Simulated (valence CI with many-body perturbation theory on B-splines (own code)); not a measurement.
**E1 transitions of Ru¹³⁺**

Level of theory: configuration interaction combined with many-body perturbation theory (CI+MBPT): three valence electrons over a frozen Dirac-Fock core [Ar] 3d10, radial functions for each j: 11 s, 11 p, 9 d, 7 f, 5 g, 2 h, 1 i, with the one-electron correlation potential Σ1 (screened to all orders), the two-electron term Σ2, the three-electron term Σ3, Breit, model QED; selected single and double excitations, second order for the rest (own B-spline code, finite nucleus).

No measured levels were compared; by estimate levels hold to about 250 cm⁻¹ or 0.2 % of their energy and the worst to 1 %, as in measured heavy ions of charge 2 to 7; those with d or f electrons hold less well.

Lines 101 to 150 of 278 in falling wavelength, among levels below 137.50 eV, chosen from the strongest by gf and those to the six lowest levels. Wavelengths and rates use the calculated energies, so an error of 1000 cm⁻¹ moves a line at 29.32 nm by 0.29 % and its rate by three times that or more. Electric multipoles are in the length gauge, E1 and E2 with the static RPA response of the core. Weak lines are less certain than strong ones. Lines between different terms over intervals too small for the method are left out, as are lines whose strength nearly cancels. Where a level lies close to another of its J and parity, the split of strength between their lines is uncertain. The highest levels of a list are the least certain.

Names give the largest LS component (configuration and term), which can be under half, so a name can repeat, a term be missing and a line seem to break the LS rules; names also repeat where a configuration has a term twice. Letters in brackets count levels of one name in rising energy.

```
λ vac (nm)                 Upper             Lower   A (s⁻¹)  log gf  Branch %
     29.32       4p3 4S°_3/2 [a]     4s 4p2 4P_1/2  5.96e+09   -0.51      20.9
     29.32         4p2 4d 4P_1/2  4s 4p 4d 4D°_1/2  7.55e+09   -0.71       5.5
     29.22         4s 4p2 2S_1/2    4s2 4p 2P°_3/2  2.97e+10   -0.12      85.3
     29.19         4s 4p2 2P_1/2    4s2 4p 2P°_1/2  3.73e+10   -0.02      98.7
     29.18  4s 4p 4d 2P°_1/2 [b]     4s2 4d 2D_3/2  3.36e+10   -0.07      28.9
     29.17       4p3 4S°_3/2 [b]     4s 4p2 4P_3/2  1.13e+10   -0.24      36.0
     29.13  4s 4p 4d 2D°_3/2 [b]     4s2 4d 2D_5/2  1.85e+10   -0.03      14.2
     29.04  4s 4p 4d 2P°_3/2 [b]     4s2 4d 2D_5/2  1.58e+10   -0.10      12.5
     28.90           4p3 2D°_5/2     4s 4p2 4P_3/2  1.98e+07   -2.83       0.2
     28.75      4s 4p 4d 2D°_5/2     4s2 4d 2D_5/2  2.65e+10    0.29      17.1
     28.73         4p2 4d 4D_7/2  4s 4p 4d 4F°_7/2  2.22e+09   -0.66      11.8
     28.66           4p3 2P°_3/2     4s 4p2 2D_3/2  2.75e+09   -0.87       9.7
     28.61         4s 4p2 2P_3/2    4s2 4p 2P°_3/2  4.68e+10    0.36      83.5
     28.61  4s 4p 4d 2D°_3/2 [b]     4s2 4d 2D_3/2  7.75e+09   -0.42       5.9
     28.52  4s 4p 4d 2P°_3/2 [b]     4s2 4d 2D_3/2  2.07e+10    0.00      16.4
     27.55       4p3 4S°_3/2 [b]     4s 4p2 4P_1/2  4.25e+09   -0.71      13.6
     27.14      4s 4p 4d 4F°_3/2     4s 4p2 2D_3/2  1.53e+09   -1.17      52.5
     26.56      4s 4p 4d 4F°_5/2     4s 4p2 2D_3/2  2.00e+05   -4.90       0.0
     26.21         4s 4p2 2S_1/2    4s2 4p 2P°_1/2  5.14e+09   -0.98      14.7
     25.91           4p3 2P°_1/2     4s 4p2 4P_3/2  1.35e+08   -2.56       0.5
     25.72         4s 4p2 2P_3/2    4s2 4p 2P°_1/2  9.26e+09   -0.43      16.5
     25.61           4p3 2P°_3/2     4s 4p2 4P_5/2  2.51e+08   -2.01       0.9
     25.21      4s 4p 4d 4P°_5/2     4s 4p2 2D_5/2  3.32e+09   -0.72       5.0
     24.63           4p3 2P°_1/2     4s 4p2 4P_1/2  1.67e+08   -2.52       0.6
     24.59           4p3 2P°_3/2     4s 4p2 4P_3/2  1.55e+09   -1.25       5.5
     24.51      4s 4p 4d 4P°_5/2     4s 4p2 2D_3/2  4.58e+08   -1.61       0.7
     24.42         4p2 4d 2P_3/2       4p3 2D°_5/2  1.12e+10   -0.40      33.7
     24.39      4s 4p 4d 4F°_3/2     4s 4p2 4P_5/2  1.19e+08   -2.37       4.1
     24.38         4p2 4d 2D_5/2       4p3 2P°_3/2  3.62e+09   -0.71       3.3
     24.22      4s 4p 4d 4D°_3/2     4s 4p2 2D_3/2  3.84e+09   -0.87       4.3
     24.17  4s 4p 4d 2P°_3/2 [a]     4s 4p2 2P_3/2  1.25e+10   -0.36      11.5
     24.06      4s 4p 4d 4D°_1/2     4s 4p2 2D_3/2  4.08e+07   -3.15       0.0
     23.92      4s 4p 4d 4F°_5/2     4s 4p2 4P_5/2  1.55e+09   -1.10      39.5
     23.53  4s 4p 4d 4D°_5/2 [a]     4s 4p2 2D_5/2  6.97e+09   -0.46       8.9
     23.46         4p2 4d 4D_3/2       4p3 2D°_5/2  7.61e+09   -0.60      18.4
     23.46      4s 4p 4d 4F°_3/2     4s 4p2 4P_3/2  6.13e+08   -1.69      21.1
     23.43           4p3 2P°_3/2     4s 4p2 4P_1/2  4.40e+08   -1.84       1.6
     23.35      4s 4p 4d 4D°_7/2     4s 4p2 2D_5/2  4.26e+09   -0.56       4.2
     23.29      4s 4p 4d 4P°_3/2     4s 4p2 2D_5/2  6.73e+09   -0.66       9.3
     23.29         4p2 4d 4D_3/2   4p3 4S°_3/2 [b]  1.22e+10   -0.40      29.4
     23.21      4s 4p 4d 4F°_7/2     4s 4p2 4P_5/2  5.01e+09   -0.49      97.9
     23.19  4s 4p 4d 4D°_5/2 [b]     4s 4p2 2D_5/2  1.62e+10   -0.11      22.7
     23.03      4s 4p 4d 4F°_5/2     4s 4p2 4P_3/2  1.72e+09   -1.09      43.8
     22.93  4s 4p 4d 4D°_5/2 [a]     4s 4p2 2D_3/2  1.34e+10   -0.20      17.1
     22.92         4p2 4d 2G_7/2       4p3 2D°_5/2  5.95e+09   -0.43      36.8
     22.89  4s 4p 4d 2D°_3/2 [a]     4s 4p2 2D_3/2  2.71e+10   -0.07      33.6
     22.85      4s 4p 4d 4P°_1/2     4s 4p2 2D_3/2  4.57e+08   -2.15       0.6
     22.70      4s 4p 4d 4P°_3/2     4s 4p2 2D_3/2  1.94e+10   -0.22      26.9
     22.64     4p2 4d 2D_3/2 [b]       4p3 2P°_1/2  1.99e+10   -0.21      36.0
     22.61  4s 4p 4d 2P°_1/2 [a]     4s 4p2 2S_1/2  7.22e+10    0.04      79.1
```

How does gf follow from A for the line at 27.14 nm?

gf = 1.4992 × (2J+1)_upper × A / σ², with σ = 368482 cm⁻¹ and 2J+1 = 4: gf = 0.0674.
